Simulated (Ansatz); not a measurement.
Reaction (redistribution): `C=NBCCl` + `[AlH2][CH2][SiH3]` → `C=NBC[SiH3]` + `[AlH2][CH2]Cl`

Gas-phase electronic energies from Ansatz, PBE0-D4/def2-TZVP geometries. CCSD(T)/CBS is the MP2 limit (def2-TZVPP, def2-QZVPP) plus CCSD(T) − MP2 in def2-TZVPP, frozen cores. Functionals use def2-TZVPP. Each species was taken in one conformer, which may not be the lowest.

`C=NBCCl`:

Cartesian coordinates in Å:
```
C 1.935 -0.419 -0.612
N 0.787 0.045 -0.558
B -0.470 0.528 -0.462
C -1.443 0.131 0.716
Cl -0.769 -1.003 1.918
H 2.149 -1.353 -1.141
H 2.779 0.088 -0.135
H -0.862 1.287 -1.303
H -2.349 -0.328 0.316
H -1.757 1.025 1.260
```

`[AlH2][CH2][SiH3]`:

Z-matrix (Å, degrees):
```
C
Si 1 1.866
Al 1 1.948 2 113.8
H 1 1.096 2 107.7 3 121.8
H 1 1.096 2 107.7 3 -121.7
H 2 1.489 1 112.7 3 180.0
H 2 1.490 1 110.3 3 59.2
H 2 1.490 1 110.3 3 -59.3
H 3 1.587 1 119.9 2 89.7
H 3 1.587 1 119.9 2 -89.6
```

`C=NBC[SiH3]`:

Cartesian coordinates in Å:
```
C 0.659 -0.401 -2.606
N 0.131 0.152 -1.631
B -0.454 0.750 -0.558
C 0.238 0.786 0.851
Si -0.407 -0.603 1.934
H 1.291 0.153 -3.308
H 0.516 -1.468 -2.810
H -1.547 1.214 -0.735
H 0.011 1.725 1.366
H 1.325 0.680 0.788
H -0.054 -1.924 1.347
H 0.179 -0.531 3.301
H -1.888 -0.533 2.060
```

`[AlH2][CH2]Cl`:

Z-matrix (Å, degrees):
```
C
Cl 1 1.792
Al 1 1.969 2 111.8
H 1 1.093 2 107.1 3 -123.2
H 1 1.093 2 107.2 3 123.2
H 3 1.589 1 117.2 2 178.6
H 3 1.580 1 120.8 2 -1.4
```

```tsv
level	ΔE (kJ/mol)
PBE0-D4	17.6
ωB97X-V	17.4
r2SCAN	18.4
MP2/def2-QZVPP	18.6
```

(1) What does CCSD(T)/CBS give? (Estimate.)

Largest T1 diagnostic among the species: 0.014.

Answers

(1) The calculation gave: +18.1 kJ/mol. The listed levels differ from it by -0.5, -0.7, 0.3, 0.5 kJ/mol.
